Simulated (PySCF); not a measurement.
C₂H₃BF₂O₂.
SMILES with atom numbers: `[O:1]=[C:2]([OH:3])[CH2:4][B:5]([F:6])[F:7]` (hydrogens: H8 on O3; H9, H10 on C4)

Cartesian coordinates in Å at the PBE0-D3(BJ)/def2-SVP level; atoms count from 1:
```
atom  x, y, z in Å
O1     1.2090   -1.4671   -0.8317
C2     0.9325   -0.5146   -0.1538
O3     1.7603    0.5248    0.0178
C4    -0.3682   -0.3203    0.5658
B5    -1.3744    0.5755   -0.2377
F6    -0.9672    1.4416   -1.1411
F7    -2.6714    0.5011   -0.0183
H8     2.5477    0.3441   -0.5194
H9    -0.8250   -1.2978    0.7691
H10   -0.1946    0.1913    1.5283
```

Jobs on this species (10 atoms, 54 electrons) with PySCF (density fitting). Hardware of each: Arm Neoverse N1, one thread, no GPU, on a shared host. The host was shared with other jobs, so the times are rough. Peak memory is the resident size of the whole Python process, interpreter and libraries included.

```json
{"level and settings": "delta-SCF UKS SCAN, pcX-1 on the ionised atom, pcseg-1 elsewhere, spin-free X2C", "work": "ΔSCF core ionisation, 6 holes", "basis functions": "123", "SCF cycles": "?", "wall time": "?", "peak memory": "?"}
{"level and settings": "delta-SCF UKS PBE, pcX-2 on the ionised atom, pcseg-1 elsewhere, spin-free X2C", "work": "ΔSCF core ionisation, 6 holes", "basis functions": "144", "SCF cycles": "108", "wall time": "40 s", "peak memory": "0.51 GiB"}
{"level and settings": "PBE0-D3(BJ)/def2-SVP, grid level 1", "work": "geometry optimisation from a GFN2-xTB start shaken at random", "basis functions": "113", "SCF cycles": "122", "wall time": "2.4 min", "peak memory": "0.46 GiB"}
{"level and settings": "delta-SCF UKS SCAN, pcX-2 on the ionised atom, pcseg-1 elsewhere, non-relativistic", "work": "ΔSCF core ionisation, 6 holes", "basis functions": "144", "SCF cycles": "110", "wall time": "61 s", "peak memory": "0.51 GiB"}
{"level and settings": "delta-SCF UKS SCAN, pcX-2 on the ionised atom, pcseg-1 elsewhere, spin-free X2C", "work": "ΔSCF core ionisation, 6 holes", "basis functions": "144", "SCF cycles": "110", "wall time": "61 s", "peak memory": "0.51 GiB"}
{"level and settings": "delta-SCF UKS PBE0, pcX-2 on the ionised atom, pcseg-1 elsewhere, spin-free X2C", "work": "ΔSCF core ionisation, 6 holes", "basis functions": "144", "SCF cycles": "99", "wall time": "75 s", "peak memory": "0.54 GiB"}
{"level and settings": "delta-SCF UKS B3LYP, pcX-2 on the ionised atom, pcseg-1 elsewhere, spin-free X2C", "work": "ΔSCF core ionisation, 6 holes", "basis functions": "144", "SCF cycles": "99", "wall time": "77 s", "peak memory": "0.54 GiB"}
{"level and settings": "delta-SCF UKS SCAN, def2-TZVP on the ionised atom, pcseg-1 elsewhere, spin-free X2C", "work": "ΔSCF core ionisation, 6 holes", "basis functions": "130", "SCF cycles": "109", "wall time": "57 s", "peak memory": "0.46 GiB"}
```

Fill in the missing figures.

- delta-SCF UKS SCAN, pcX-1 on the ionised atom, pcseg-1 elsewhere, spin-free X2C; ΔSCF core ionisation, 6 holes: 50 s, 0.46 GiB, 107 SCF cycles

What do all jobs in the table cost together?

About 9.4 min; the longest takes about 25 % of that, and about 3.6 times as long as the shortest.
